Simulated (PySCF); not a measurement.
Mapped SMILES: `[OH:1][CH2:2][CH2:3][C:4]1=[C:5]([CH2:6][SiH3:7])[SiH2:8][SiH2:9]1`; H(Xn) means a hydrogen on atom n.

PySCF 2.14.0 with density-fitted response routines calculation with shielding tensors at PBE0/pcSseg-1 (GIAO) and structure optimised with GFN2-xTB; in vacuum, one averaged value for each set of equivalent atoms, non-relativistic Hamiltonian, one computed conformer.

Chemical shifts δ = σref − σ; ¹³C (σ = 186.93 ppm), ¹H (σ = 31.72 ppm), ²⁹Si (σ = 349.16 ppm) against TMS; ¹⁷O (σ = 336.08 ppm) vs H2O, all at this level.

```json
{"atoms": "C4", "nucleus": "¹³C", "count": "1", "Hirshfeld charge": "-0.08", "δ (ppm)": "168.1"}
{"atoms": "H(Si8)", "nucleus": "¹H", "count": "2", "Hirshfeld charge": "-0.08", "δ (ppm)": "?"}
{"atoms": "Si8", "nucleus": "²⁹Si", "count": "1", "Hirshfeld charge": "0.23", "δ (ppm)": "?"}
{"atoms": "C2", "nucleus": "¹³C", "count": "1", "Hirshfeld charge": "0.00", "δ (ppm)": "?"}
{"atoms": "O1", "nucleus": "¹⁷O", "count": "1", "Hirshfeld charge": "-0.23", "δ (ppm)": "?"}
{"atoms": "H(C3)", "nucleus": "¹H", "count": "2", "Hirshfeld charge": "0.04", "δ (ppm)": "2.58"}
{"atoms": "Si9", "nucleus": "²⁹Si", "count": "1", "Hirshfeld charge": "0.23", "δ (ppm)": "-70.4"}
{"atoms": "H(Si7)", "nucleus": "¹H", "count": "3", "Hirshfeld charge": "-0.08", "δ (ppm)": "3.93"}
{"atoms": "H(C6)", "nucleus": "¹H", "count": "2", "Hirshfeld charge": "0.04", "δ (ppm)": "2.31"}
{"atoms": "H(O1)", "nucleus": "¹H", "count": "1", "Hirshfeld charge": "0.14", "δ (ppm)": "1.06"}
{"atoms": "H(Si9)", "nucleus": "¹H", "count": "2", "Hirshfeld charge": "-0.08", "δ (ppm)": "4.70"}
{"atoms": "C6", "nucleus": "¹³C", "count": "1", "Hirshfeld charge": "-0.16", "δ (ppm)": "19.8"}
{"atoms": "C5", "nucleus": "¹³C", "count": "1", "Hirshfeld charge": "-0.08", "δ (ppm)": "175.4"}
{"atoms": "H(C2)", "nucleus": "¹H", "count": "2", "Hirshfeld charge": "0.04", "δ (ppm)": "3.89"}
{"atoms": "C3", "nucleus": "¹³C", "count": "1", "Hirshfeld charge": "-0.08", "δ (ppm)": "41.1"}
{"atoms": "Si7", "nucleus": "²⁹Si", "count": "1", "Hirshfeld charge": "0.32", "δ (ppm)": "?"}
```

**Question.** Complete the table.

**Answer.** 
- C2: 63.5 ppm, sp3 CH2 bonded to O; deshielded by the electronegative neighbour
- H(Si8): 4.73 ppm, hydrogen on a silicon bonded to C, Si, in a 4-membered ring
- O1: 34.6 ppm, alcohol oxygen
- Si8: -67.6 ppm, silicon bonded to C, Si, 2 H, in a 4-membered ring
- Si7: -74.6 ppm, silicon bonded to C, 3 H

OH and NH positions are those of a molecule without intermolecular hydrogen bonds; in solution they move with solvent, concentration and temperature, and exchange usually removes their couplings. Shifts are as computed. Against solution values, carbons near 30 ppm lie about +3 ppm off and those near 130 ppm about +5 ppm. Of 1211 compounds with measured shifts, 218 miss one by over three times the rms of a fit or turn the order of signals round; such compounds aren't used in these exercises. Experimental scales use liquid or dissolved standards, which lie at an offset from isolated H2O (liquid H2O: subtract about 36 ppm).
